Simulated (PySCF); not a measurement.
C₄H₄F₄Se.
Cartesian coordinates in Å at the PBE0-D3(BJ)/def2-SVP level; atoms count from 1:
```
atom  x, y, z in Å
F1     3.459    1.075   -0.619
C2     2.837   -0.057   -0.305
C3     1.511   -0.170   -0.311
Se4    0.370    1.247   -0.828
C5    -1.200    0.698    0.179
C6    -1.997   -0.428   -0.434
F7    -2.434   -0.128   -1.653
F8    -1.281   -1.557   -0.524
F9    -3.065   -0.697    0.325
H10    3.522   -0.873   -0.058
H11    1.054   -1.132   -0.074
H12   -0.918    0.425    1.204
H13   -1.851    1.582    0.227
```

Level: B3LYP/def2-SVPD in PySCF, non-relativistic, on one gas-phase PBE0-D3(BJ)/def2-SVP geometry that isn't relaxed in the solvent. The solvent is an IEF-PCM continuum (Bondi radii, 1.10 Å for H, scaled by 1.2). The model holds no explicit solvent molecules, cavitation or dispersion. Spin–orbit coupling is left out although an atom past zinc is present.

Gas phase at B3LYP/def2-SVPD: HOMO -6.37 eV, LUMO -0.74 eV, dipole 1.63 D.

**Question.** What does the continuum do to the energy, the frontier levels and the dipole at B3LYP/def2-SVPD in tetrahydrofuran?

**Answer.** 
```csv
solvent,ε,E(solvent) − E(gas) (kcal/mol),polarisation term (kcal/mol),distortion of the solute (kcal/mol),HOMO (eV),LUMO (eV),dipole (D)
tetrahydrofuran,7.426,-4.25,-4.84,0.59,-6.24,-0.52,2.13
```

The first energy column is the sum of the next two and covers electrostatics alone.

**Question.** Which radius a makes the point-dipole formula ΔE = −[(ε − 1)/(2ε + 1)]·μ²/a³ give the value in tetrahydrofuran, with the gas-phase dipole?

**Answer.** μ = 0.642 au and |ΔE| = 0.00678 Eh give a = 1.54 Å; the farthest nucleus lies 3.64 Å from the centroid of the nuclei, so such a sphere wouldn't even hold the nuclei. The formula assumes a rigid point dipole at the centre of a sphere.

**Question.** Give the dipole vector in the frame of the coordinates (D, pointing from negative to positive charge), gas and tetrahydrofuran.

**Answer.** Gas (0.32, -0.20, 1.59), solvent (0.20, -0.35, 2.09). Its length changes by +31 % and its direction by 6°.

**Question.** How does the static polarisability (B3LYP/def2-SVPD, frozen core, with the continuum's full static response) change?

**Answer.** 
```json
{"medium": "gas", "isotropic (au)": "81.6", "principal values (au)": "62.0, 73.9, 108.8", "⟨r²⟩ of the electrons (bohr²)": "1907.5"}
{"medium": "tetrahydrofuran", "isotropic (au)": "103.9", "principal values (au)": "80.7, 95.3, 135.6", "⟨r²⟩ of the electrons (bohr²)": "1907.8"}
```

The isotropic value in tetrahydrofuran is 1.27 times the gas-phase one; no cavity-field correction is applied. ⟨r²⟩ is taken about the centre of nuclear charge.
